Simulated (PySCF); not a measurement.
**Dipole moment and polarisability of `C/C=C(/C#N)O[SiH2]C`**

Species: C5H9NOSi.
Atom-mapped SMILES: `[CH3:1]/[CH:2]=[C:3](/[C:4]#[N:5])[O:6][SiH2:7][CH3:8]` (hydrogens: H9, H10, H11 on C1; H12 on C2; H13, H14 on Si7; H15, H16, H17 on C8)

Structure used (GFN2-xTB), in Å, numbered top down from 1:
```
atom  x, y, z in Å
C1    -2.447    0.912   -0.299
C2    -2.121   -0.400    0.320
C3    -0.870   -0.834    0.534
C4    -0.657   -2.103    1.129
N5    -0.479   -3.129    1.610
O6     0.214   -0.097    0.199
Si7    1.813   -0.410    0.357
C8     2.574    1.157   -0.371
H9    -1.537    1.452   -0.545
H10   -3.046    1.512    0.387
H11   -3.033    0.765   -1.205
H12   -2.943   -1.038    0.610
H13    2.143   -0.598    1.772
H14    2.161   -1.614   -0.401
H15    2.276    2.045    0.179
H16    2.289    1.300   -1.409
H17    3.655    1.091   -0.331
```

Level: CAM-B3LYP/def2-SVPD (PySCF), static field, nuclei fixed, core orbitals frozen in the response. The polarisability tensor in these axes (au):

```
x   107.75  -7.56   3.87
y    -7.56 101.31 -15.16
z     3.87 -15.16  76.19
```

Problem. Give the principal values, the mean and the anisotropy Δα = √{½[(α1 − α2)² + (α2 − α3)² + (α1 − α3)²]}.

Solution. Principal values 69.06, 99.60 and 116.58 au; mean 95.08 au = 14.09 Å³ = 15.68 × 10⁻⁴⁰ C²·m²/J; Δα = 41.71 au (44 % of the mean).

Problem. What is the dipole moment, and where does it point?

Solution. (-0.30, 3.43, -1.61) D, 3.80 D in size, pointing from the negative to the positive side. Measured along this direction, the outermost atoms are N5 at the negative end and H9, H15 and H16 at the positive end.

Problem. Sum over states: ᾱ = Σ f/ω², ω in Eh. What share falls to these 8 lowest TDDFT singlets (eV, f)? 5.87, 0.4370; 5.97, 0.0000; 6.76, 0.0040; 7.17, 0.0023; 7.20, 0.0000; 7.53, 0.0032; 7.69, 0.0006; 7.71, 0.0237.

Solution. They add up to 9.83 au, 10.3 % of the 95.08 au; the largest single term is 9.39 au, from the state at 5.87 eV. Terms in order: 9.39, 0.00, 0.07, 0.03, 0.00, 0.04, 0.01, 0.29 au. Higher excitations give the rest. The strengths listed sum to 0.471.

Problem. Traceless (Buckingham) quadrupole moment about the centre of nuclear charge: eigenvalues?

Solution. -16.16, 1.19, 14.97 D·Å. The values depend on the origin, since the dipole doesn't vanish. The electronic extent ⟨r²⟩ about the same centre is 1442 bohr², a root-mean-square distance of 2.44 Å for the 68 electrons.

Problem. What would n − 1 = 2πNα be for an ideal gas of these molecules at 273.15 K and 1 atm, electronic part alone?

Solution. N = p/kT = 2.6868 × 10¹⁹ cm⁻³, so n − 1 = 2π × N × 14.09 × 10⁻²⁴ cm³ = 2379 × 10⁻⁶ at long wavelengths, for an ideal gas.

Geometry: GFN2-xTB, one conformer, isolated molecule.

These values come from a run that also computed excited states. Time: 98 s of wall time; peak memory 1.0 GiB. Hardware: one thread of an Arm Neoverse V1, no GPU (shared host).
